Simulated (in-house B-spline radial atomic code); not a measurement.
Checks on a self-consistent run for Sb⁸⁺, [Ne] 3s2 (3p1/2)1 (3p3/2)4 3d10 4s2 (4p1/2)2 (4p3/2)3 4d9. Computed with an all-electron radial atomic-structure program (B-spline basis): Dirac-Hartree-Fock, average of the jj configuration, Fermi nucleus of rms radius 4.6802 fm.

```
orbital    q       ε (Eh)    <1/r>        <r²>  small-component weight
  1s1/2    2  -1133.88787  54.3294  0.00109324                 0.03517
  2s1/2    2   -181.34052  12.6582   0.0175933               0.0075066
  2p1/2    2   -169.53251  12.5872   0.0131539               0.0074739
  2p3/2    4   -160.35162  11.7047      0.0144               0.0071408
  3s1/2    2    -41.41268  4.52721    0.122077               0.0022267
  3p1/2    1    -36.89985  4.41837    0.118692               0.0021537
  3p3/2    4    -34.95039  4.21254    0.125101                0.002072
  3d3/2    4    -26.45288  4.05864    0.105725               0.0019485
  3d5/2    6    -26.27064  4.00042    0.107946                0.001919
  4s1/2    2    -11.26024  1.81844    0.660683              0.00062953
  4p1/2    2     -9.52631  1.73853    0.719724              0.00059591
  4p3/2    3     -9.21600  1.66395    0.757526              0.00056044
  4d3/2  3.6     -6.30274  1.45884    0.933644              0.00044892
  4d5/2  5.4     -6.20531  1.44006    0.953889              0.00044044
```

Electron-electron repulsion V_ee = 2170.6666 hartree.

(1) What total energy follows from the eigenvalues?

(2) Does the Dirac virial theorem hold?

(3) What diamagnetic shielding (Lamb formula) and susceptibility (Langevin formula) do the radii give?

## Answers

(1) The eigenvalues count the repulsion twice, so E = Σqε - V_ee = -4259.310 - 2170.667 = -6429.977 hartree; the run printed -6429.977.

(2) For a point nucleus E = -2c²Σq·w, with w the small-component weight. Here Σq·w = 0.17119 and c = 137.0360, so the ratio E/(-2c²Σq·w) is 1.000052; the finite nucleus accounts for the departure from 1.

(3) σ = (α²/3)Σq<1/r> = 301.662/(3·137.036²) = 5354.6 ppm, and χ = -0.79199×10⁻⁶·Σq<r²> = -12.36×10⁻⁶ cm³/mol with Σq<r²> = 15.601 bohr². Both are non-relativistic formulas without the paramagnetism of open shells; for so heavy an element the full relativistic shielding is larger by tens of per cent.
